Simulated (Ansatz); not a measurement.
Molecule: difluoroboranylsilane, sum formula BSiH₃F₂ (charge 0, singlet). SMILES: FB(F)[SiH3]
Structure (B3LYP-D3(BJ)/def2-TZVP (Ansatz, an electronic-structure program) minimum search):
```xyz
7

F      1.3008     1.1169    -0.1169
B      0.5869     0.0083     0.0016
F      1.2739    -1.1170     0.1334
Si    -1.4476     0.0010    -0.0095
H     -1.9247    -0.8963    -1.0885
H     -1.9832     1.3635    -0.2245
H     -1.9336    -0.5219     1.2898
```

Property: vertical ionisation energy (to the doublet state of charge +1; each state is the SCF solution reached for its spin), in eV. Cores are frozen in the correlated levels unless marked. UHF or UKS for open shells. Spin-orbit coupling is left out. No relativistic terms. CBS marks a two-point X^-3 extrapolation of the correlation energy; Hartree-Fock from the larger set. The bracket is a focal-point correction in the basis named.

```
level                 program  vertical ionisation energy (eV)
--------------------  -------  -------------------------------
HF/aug-cc-pV(Q+d)Z     Ansatz                            11.15
PBE/def2-TZVPD         Ansatz                            11.18
BHLYP/def2-TZVPD       Ansatz                            11.74
CAM-B3LYP/def2-TZVPD   Ansatz                            11.70
```

Task: Predict the RI-MP2/CBS(aug-cc-pV(T+d)Z,aug-cc-pV(Q+d)Z)+[CCSD(T)-MP2]/aug-cc-pV(T+d)Z result (Ansatz).

Result: 11.87 eV
